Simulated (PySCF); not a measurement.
# RuOF₂ + 2 HF → HRu(OH) + 2 F₂

Level: PBE0 in the def2-TZVP basis family, computed in PySCF with density fitting; scalar-relativistic core potentials for atoms from Rb on, none lighter, no spin–orbit coupling; open shells unrestricted.

| species | state and structure | E (Eh) | ZPE (kJ/mol) | H(298 K) − H(0) (kJ/mol) | S° (J/(mol K)) |
| --- | --- | --- | --- | --- | --- |
| RuOF₂ | triplet, C2v, Ru–F 1.847 Å (×2), Ru–O 1.638 Å; F–Ru–F 116.3°, F–Ru–O 121.8° (×2) | -369.65239 | 17.8 | 15.2 | 313.1 |
| HF | singlet, C∞v, H–F 0.920 Å | -100.39188 | 24.9 | 8.7 | 173.6 |
| HRu(OH) | triplet, Cs, O–H 0.963 Å, Ru–H 1.565 Å, Ru–O 1.848 Å; H–O–Ru 114.7°, H–Ru–O 100.2° | -171.20221 | 49.2 | 12.4 | 277.3 |
| F₂ | singlet, D∞h, F–F 1.376 Å | -199.40856 | 6.6 | 8.7 | 201.9 |

(1) What is the electronic reaction energy?

(2) Add zero-point, thermal and entropy terms for 298.15 K and 1 bar.

Results:

(1) At PBE0/def2-TZVP, ΔE = 1094.4 kJ/mol from the differences of the total energies times 2625.5, uphill. 

(2) ΔZPE = -5.2 and Δ[H(298) − H(0)] = -2.8 kJ/mol give ΔH° = 1086.4 kJ/mol. ΔS° = 20.8 J/(mol K), so ΔG° = 1086.4 − 298.15 × (0.0208) = 1080 kJ/mol.

Open d or f shells are single determinants, so the state found may not be the ground state. The structures come from searches over a few start shapes, so lower isomers are not excluded.
